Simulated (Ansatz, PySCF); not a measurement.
Pulling on the C3–H4 bond in CH4Sn (SMILES [CH3][SnH]) (multiplicity 1 held, fragments rigid). Energies count from the point at 1.093 Å.
Geometry at that point (charge 0, multiplicity 1):
```xyz
6

Sn     0.010     0.251     0.245
H     -0.346     1.413    -1.065
C     -0.013    -1.456    -1.158
H      0.737    -1.294    -1.936
H     -0.987    -1.503    -1.653
H      0.184    -2.403    -0.657
```

Restricted levels (R-, RO-) in cc, def2 and unpolarised 6-31G sets keep to the state of the molecule at rest. Unrestricted levels (U-) break spin symmetry where that is lower. Active spaces are followed from a long bond inwards. Levels need not reach the same state.

Cores are frozen in the correlated methods. Filled d and f shells under p-block atoms count as core. Rows in LANL2DZ carry no dispersion term and start afresh at each structure. LANL2DZ brings its own core potentials from Na on.

Run with Ansatz (Gaussian orbitals); PySCF for LANL2DZ rows. Each number belongs to the level named beside it. In def2 rows elements past Kr take small-core potentials, without spin–orbit coupling.

```tsv
level	energy at R = 3.498 Å (kcal/mol)
R-BP86/LANL2DZ	?
R-B3LYP/LANL2DZ	142.41
U-B3LYP/def2-TZVPP	107.62
U-MP2/def2-TZVPP	109.90
R-SCS-MP2/def2-TZVPP	142.52
U-CCSD/def2-TZVPP	108.62
SC-NEVPT2 on CASSCF(2,2)/def2-TZVPP	108.28
FIC-NEVPT4(SD) on CASSCF(2,2)/def2-TZVPP	109.24
FIC-MRCISD+Q on CASSCF(2,2)/def2-TZVPP	109.20
```

Q: Fill in the missing entries.

A: 
- R-BP86/LANL2DZ, energy at R = 3.498 Å (kcal/mol): 130.34

Doubts at one or more of the structures used: a spin-contaminated determinant (U-B3LYP/def2-TZVPP, U-MP2/def2-TZVPP, U-CCSD/def2-TZVPP); a restricted determinant that unrestricted orbitals would lower (R-SCS-MP2/def2-TZVPP).

Ansatz is a quantum-chemistry and plane-wave program.
